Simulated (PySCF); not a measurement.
C3H9Si, charge +1, multiplicity 1. Atoms are numbered in the order given.

```xyz
13

C     -0.4524     1.7544     0.2576
Si    -0.0002     0.0002    -0.0001
C      1.7363    -0.5372     0.2099
C     -1.2837    -1.2173    -0.4675
H      0.1564     2.3933    -0.4076
H     -0.1887     2.0504     1.2897
H     -1.5188     1.9568     0.0837
H      2.0936    -0.9952    -0.7306
H      1.7836    -1.3344     0.9742
H      2.4117     0.2819     0.4949
H     -1.7576    -0.9024    -1.4153
H     -0.8910    -2.2380    -0.5794
H     -2.0876    -1.2142     0.2910
```
Charge +1, spin multiplicity 1.

The structure is a stationary point at ωB97X-D3(BJ)/def2-SVP. The multiplicity is an assumed one; no other spin state was optimised. The isomer is the one that the SMILES or the coordinates give; other isomers of the formula were not compared.

Computed with PySCF with PBE0/pcSseg-1.

GIAO shieldings, no solvent; atoms alike by connectivity are averaged. δ = σ(ref) − σ: ¹³C against TMS (σ = 186.3 ppm); ²⁹Si against TMS (σ = 352.7 ppm); ¹H against TMS (σ = 31.56 ppm), references at their B3LYP-D3(BJ)/def2-TZVP geometries, non-relativistic.

Computed chemical shifts:
| nucleus | atoms | count | δ (ppm) |
|---|---|---|---|
| ¹³C | C1, C3, C4 | 3 | 16.8 |
| ²⁹Si | Si2 | 1 | 407.5 |
| ¹H | H5, H6, H7, H8, H9, H10, H11, H12, H13 | 9 | 2.46 |
